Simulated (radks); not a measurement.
Initial-state core-level shifts of the gadolinium ion Gd+ when its valence configuration changes from [Xe] 4f7 5d1 6s1. Calculated with a radial shooting solver on a logarithmic mesh with Libxc functionals: Dirac Kohn-Sham, PBE, spin-unpolarised, spherical densities, finite nucleus; open shells fill j = l - 1/2 first; Fermi nuclear charge, rms radius 5.1569 fm. Shifts are changes of the shell-averaged eigenvalues in eV (positive: less bound); the change of the density at the nucleus, which sets a Mossbauer isomer shift, is in e/bohr^3, on a base of 6.285e+05.

| valence | 2s | 2p | 3d | 5p | density at nucleus |
|---|---|---|---|---|---|
| 4f6.5 5d1.5 6s1 | -3.793 | -3.741 | -4.255 | -1.455 | +17.50 |
| 4f8 5d1 | +8.464 | +8.380 | +9.175 | +4.669 | -62.76 |
| 4f6 5d1 6s1 6p1 | -11.577 | -11.464 | -12.511 | -6.262 | +47.31 |
| 4f6 5d1.5 6s0.5 6p1 | -10.195 | -10.083 | -11.153 | -5.078 | +22.82 |
| 4f6 5d1.5 6s1.5 | -9.144 | -9.033 | -10.099 | -4.053 | +59.75 |
| 4f7 6s1 6p1 | -3.527 | -3.524 | -3.473 | -3.265 | +9.66 |
| 4f7 6s2 | -2.446 | -2.444 | -2.397 | -2.218 | +44.25 |
| 4f7 5d1 6p1 | -1.076 | -1.076 | -1.074 | -1.063 | -32.84 |
| 4f6 5d2 6s1 | -7.827 | -7.718 | -8.803 | -2.895 | +36.31 |
